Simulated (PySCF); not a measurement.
## `CCC[C@@H]1C=CCN1`: 4 charge schemes on one density

Compound: C7H13N.
Z-matrix (Å and degrees, GFN2-xTB geometry), rows numbered from 1:
```
C 
C   1  1.5237
C   2  1.5270  1  111.53
C   3  1.5283  2  112.47  1  -177.76
C   4  1.5102  3  113.28  2  -175.11
C   5  1.3205  4  110.47  3  -132.89
C   6  1.5039  5  109.95  4    -0.64
N   7  1.4649  6  105.21  5    10.35
H   1  1.0881  2  110.56  3    59.11
H   1  1.0881  2  110.51  3   -60.72
H   1  1.0873  2  110.70  3   179.14
H   2  1.0921  1  109.53  3   120.84
H   2  1.0915  1  109.80  3  -121.39
H   3  1.0928  2  109.27  1    61.45
H   3  1.0945  2  109.62  1   -56.32
H   4  1.1020  3  108.57  2   -53.67
H   5  1.0747  4  121.80  3    47.78
H   6  1.0747  5  127.95  4  -179.00
H   7  1.0988  6  109.83  5  -106.67
H   7  1.0924  6  113.08  5   132.93
H   8  1.0150  4  108.71  3    20.91
```

Density: PBE0/pcSseg-1 (PySCF); schemes: Mulliken, IAO, Hirshfeld and ESP-fitted. Isolated species at its GFN2-xTB geometry (one conformer only).

Q: What partial charge does each atom carry?

A: In e; atoms taken as equivalent share a row and are averaged (×n: the atom named and its like, n in all):

| atom | environment | Mulliken | IAO | Hirshfeld | ESP-fitted |
| --- | --- | --- | --- | --- | --- |
| C1 | methyl carbon | -0.252 | -0.417 | -0.118 | -0.268 |
| C2 | chain CH2 carbon | -0.270 | -0.247 | -0.066 | +0.352 |
| C3 | chain CH2 carbon | -0.212 | -0.256 | -0.070 | -0.665 |
| C4 | sp3 carbon bound to nitrogen | -0.046 | -0.008 | +0.014 | +0.535 |
| C5 | alkene CH carbon | -0.085 | -0.177 | -0.060 | -0.379 |
| C6 | alkene CH carbon | -0.186 | -0.175 | -0.059 | -0.145 |
| C7 | sp3 carbon bound to nitrogen | +0.028 | -0.160 | -0.030 | +0.167 |
| N8 | secondary amine nitrogen | -0.487 | -0.429 | -0.175 | -0.857 |
| H9/H10/H11 | methyl hydrogen | +0.109 | +0.137 | +0.038 | +0.060 |
| H12 | methylene hydrogen | +0.115 | +0.131 | +0.037 | -0.042 |
| H13 | methylene hydrogen | +0.123 | +0.134 | +0.036 | -0.055 |
| H14 | methylene hydrogen | +0.118 | +0.131 | +0.039 | +0.169 |
| H15 | methylene hydrogen | +0.103 | +0.123 | +0.031 | +0.169 |
| H16 | methine hydrogen | +0.132 | +0.129 | +0.030 | +0.041 |
| H17 | vinylic hydrogen | +0.083 | +0.149 | +0.049 | +0.171 |
| H18 | vinylic hydrogen | +0.085 | +0.151 | +0.049 | +0.119 |
| H19 | methylene hydrogen | +0.130 | +0.139 | +0.034 | +0.059 |
| H20 | methylene hydrogen | +0.118 | +0.138 | +0.044 | +0.043 |
| H21 | N–H hydrogen | +0.174 | +0.234 | +0.100 | +0.407 |

Mean size of the charges over all atoms: ESP-fitted 0.230 e, IAO 0.178 e, Mulliken 0.146 e, Hirshfeld 0.055 e. Each set sums to the total charge, 0, to within 0.001 e. The Mulliken scheme gives each basis function's population to the atom it is centred on and halves the overlap population of two atoms between them. The IAO scheme projects the occupied orbitals on a minimal set of polarised atomic orbitals and counts the electrons in each atom's part of it.

Lowest charge. All schemes agree: Mulliken N8 (-0.487); IAO N8 (-0.429); Hirshfeld N8 (-0.175); ESP-fitted N8 (-0.857).

Highest charge. The schemes don't all agree: Mulliken H21 (+0.174); IAO H21 (+0.234); Hirshfeld H21 (+0.100); ESP-fitted C4 (+0.535).

Q: Sum the charges by element, for elements with more than one atom.

A: 
```csv
element,atoms,Mulliken,IAO,Hirshfeld,ESP-fitted
C,7,-1.022,-1.440,-0.388,-0.402
H,13,+1.509,+1.868,+0.563,+1.259
```

Q: How many electrons does the Mulliken scheme count on C5?

A: Z − q = 6 − (-0.085) = 6.085.

Q: How closely do the schemes follow one another over all atoms?

A: Correlation coefficient and root-mean-square difference: IAO with Hirshfeld 0.98, 0.138 e; Mulliken with Hirshfeld 0.95, 0.114 e; Mulliken with IAO 0.95, 0.067 e; Hirshfeld with ESP-fitted 0.71, 0.276 e; IAO with ESP-fitted 0.62, 0.250 e; Mulliken with ESP-fitted 0.62, 0.251 e.
